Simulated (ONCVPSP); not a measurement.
# Potentials for C compared

Generated with ld1.x 7.5 (TM, RRKJ, ultrasoft, PAW), atompaw 4.2 or ONCVPSP 4.0.1. The cutoff is in Ry: for ld1.x and atompaw files where the sum of valence levels is converged to 10 mRy in a Bessel basis, for ONCV files where the hardest occupied wave has 1 mHa per electron of residual kinetic energy. The error is the largest all-electron minus pseudo excitation energy over each file’s own four to seven test configurations (ionisations up to +4, promotions, holes and added fractions of an electron), all of which were solved. The labels leave out finer settings (local radius, basis sizes, second energies), which also bear on the numbers. Spin-polarised tests are not counted. The rows are a selection from randomly drawn settings: files with unsolved tests, undetermined cutoffs or missed reference levels are left out.

```csv
potential,cutoff (Ry),largest error (meV),bound ghosts
"ONCV, PBE, scalar-relativistic, rc 0.90/2.60 (sp), local smoothed, core correction yes, reference 2s1.75 2p2.25, qcut 7.4/6.2, projectors 2/1",40,+672,none
"ONCV, PBE, scalar-relativistic, rc 1.25/1.70 (sp), local smoothed, core correction yes, reference 2s1 2p3, qcut 4.7/8.9, projectors 1/1",92,+229,none
"ONCV, PBEsol, scalar-relativistic, rc 1.10/1.10/1.00 (spd), local smoothed, core correction no, reference 2s2, qcut 6.8/6.9/9.4, projectors 1/2/1",39,+149,none
"ONCV, PBE, non-relativistic, rc 1.30/2.90/2.85 (spd), local smoothed, core correction yes, reference 2s2 2p2, qcut 6.2/4.2/3.4, projectors 2/2/1",33,+2650,none
```

Task: Fill in the row for C: ONCV, PBE, scalar-relativistic, rc 1.42/1.10/1.50 (spd), local p, core correction yes, reference 2s2 2p2, qcut 4.7/8.3/5.7, projectors 2/0/2.

Result: cutoff 54 Ry, largest error +120 meV, bound ghosts: none.
